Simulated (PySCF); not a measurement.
A structure optimised at PBE0-D3(BJ)/def2-SVP, used in a PySCF frequency run:

```
C
C 1 1.3452
H 2 1.0907 1 121.39
C 1 1.4169 2 125.95 3 180.00
C 4 1.2126 2 154.54 3 180.00
H 5 1.0748 2 162.57 3 180.00
Cl 1 1.7406 2 118.25 3 0.00
Br 2 1.8595 3 115.44 1 180.00
```

Q: Write its SMILES, formula and point group.

A: C#C/C(Cl)=C\Br, C₄H₂BrCl, Cs

Q: What are its rotational constants (standard atomic weights)?

A: 3.2917, 0.94345, 0.73328 GHz
